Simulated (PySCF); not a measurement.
A run for PySCF: D3(BJ) and D4 dispersion corrections on GeH4STe (SMILES S[Te][GeH3]), a point of a torsion scan.

```python
from pyscf import gto
from pyscf.dispersion import dftd3, dftd4

mol = gto.M(
    atom='''
    S     2.43142117    0.55569253    0.08822322
    Te    0.99135908   -1.00508430    1.20220344
    Ge   -1.16778427   -0.03187482    0.30499474
    H     2.67735766   -0.15830779   -1.00211604
    H    -1.75085906   -0.78196151   -0.86120347
    H    -2.23989811   -0.04225026    1.35139313
    H    -0.99194264    1.38205059   -0.14917719
    ''',
    basis='def2-svp',
    charge=0, spin=0, verbose=0, max_memory=1800)
d3, d4 = {}, {}
for xc in ['hf', 'pbe', 'blyp', 'revpbe', 'tpss', 'r2scan', 'b3lyp', 'pbe0', 'bhlyp', 'camb3lyp', 'b2plyp']:
    d3[xc] = float(dftd3.DFTD3Dispersion(mol, xc=xc, version='d3bj', atm=False).get_dispersion()['energy'])
    print(f'D3(BJ) {xc:10s} {d3[xc]:14.8f} Eh')
for xc in ['hf', 'pbe', 'blyp', 'revpbe', 'tpss', 'r2scan', 'b3lyp', 'pbe0', 'bhlyp', 'camb3lyp', 'b2plyp']:
    d4[xc] = float(dftd4.DFTD4Dispersion(mol, xc={'camb3lyp': 'cam-b3lyp'}.get(xc, xc), atm=True).get_dispersion()['energy'])
    print(f'D4     {xc:10s} {d4[xc]:14.8f} Eh')
```

Output:

```
D3(BJ) hf            -0.05546662 Eh
D3(BJ) pbe           -0.00692364 Eh
D3(BJ) blyp          -0.01648880 Eh
D3(BJ) revpbe        -0.01566329 Eh
D3(BJ) tpss          -0.00932687 Eh
D3(BJ) r2scan        -0.00194969 Eh
D3(BJ) b3lyp         -0.01396130 Eh
D3(BJ) pbe0          -0.00662502 Eh
D3(BJ) bhlyp         -0.01291592 Eh
D3(BJ) camb3lyp      -0.00711480 Eh
D3(BJ) b2plyp        -0.00765731 Eh
D4     hf            -0.02175729 Eh
D4     pbe           -0.00717120 Eh
D4     blyp          -0.01508261 Eh
D4     revpbe        -0.01673302 Eh
D4     tpss          -0.00955121 Eh
D4     r2scan        -0.00154992 Eh
D4     b3lyp         -0.01184887 Eh
D4     pbe0          -0.00614959 Eh
D4     bhlyp         -0.01143677 Eh
D4     camb3lyp      -0.00647755 Eh
D4     b2plyp        -0.00493608 Eh
```

The run finished.

Cost: about 0.020 core-seconds (a rough figure).
